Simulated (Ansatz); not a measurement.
A nudged elastic band was laid between two geometries of FH4O2SiY (9 atoms, charge 0, multiplicity 1).

All numbers below come from RKS CAM-B3LYP-D4/def2-SVP in Ansatz 0.2.0.

```yaml
movable_images: 5
climbing_image: yes
spring: 5.0 eV/Å²
optimiser: quadratic models (default)
start_path: through a guess of the saddle point
force_threshold: 0.05 eV/Å
iteration_limit: 60
end_points: relaxed
```

Initial state:

```xyz
9
Properties=species:S:1:pos:R:3
O -1.722 1.955 1.587
Y 0.005 0.928 1.417
F 1.423 1.082 2.827
O 0.337 -0.302 -0.208
Si 0.568 -1.285 -1.507
H -2.542 2.443 1.670
H 1.969 -1.186 -2.013
H -0.349 -0.924 -2.628
H 0.310 -2.711 -1.145
```

Final state:

```xyz
9
Properties=species:S:1:pos:R:3
O -1.498 1.583 1.015
Y 0.159 0.517 0.622
F 1.605 0.707 1.985
O 0.000 -1.550 -0.166
Si 0.618 -1.008 -1.842
H -2.258 2.117 1.246
H 1.676 -0.075 -1.125
H -0.370 0.202 -1.744
H 0.068 -2.494 0.008
```

Q: Which bonds break or form, and what moves?

A: Bonds broken: Si5–H9. Bonds formed: Y2–H7, Y2–H8, O4–H9.

Q: What energy profile does the band end with?

A: The run converged. The highest image is number 3 of 0 to 6, 3.36 eV above the first end and 2.01 eV above the last; the last end lies 1.35 eV above the first. Neighbouring images differ by up to 3.1 eV, so the band resolves the path poorly. A vibrational analysis at the climbing image gives one clearly imaginary mode, 1722i cm⁻¹: a first-order saddle point. The orbitals stay closed-shell, which can raise the energy where a bond breaks towards radicals; this wasn't checked here.

| image | path coordinate (Å) | energy (eV) | Si5–H9 (Å) | Y2–H7 (Å) | Y2–H8 (Å) |
| --- | --- | --- | --- | --- | --- |
| 0 | 0.00 | 0.00 | 1.49 | 4.48 | 4.46 |
| 1 | 1.54 | 0.03 | 1.49 | 4.20 | 4.50 |
| 2 | 3.07 | 0.23 | 1.49 | 2.78 | 4.13 |
| 3 | 4.60 | 3.36 | 1.56 | 2.40 | 3.73 |
| 4 | 5.39 | 1.54 | 2.24 | 2.23 | 3.40 |
| 5 | 6.18 | 1.36 | 2.42 | 2.27 | 2.68 |
| 6 | 6.97 | 1.35 | 2.44 | 2.39 | 2.45 |

Q: What is the geometry of the highest image?

A: 
```xyz
9
Properties=species:S:1:pos:R:3
O -1.302 1.821 0.978
Y 0.211 0.497 1.006
F 1.612 0.606 2.431
O -0.145 -1.429 0.139
Si 0.453 -1.151 -1.514
H -2.030 2.439 1.050
H 1.150 0.212 -1.184
H -0.647 -0.694 -2.423
H 0.699 -2.301 -0.482
```

The band took 25 iterations and of the order of 16 core-minutes.

Run time: 8.3 min on 2 threads of Arm Neoverse V1, on a shared host, peak memory 0.3 GiB.
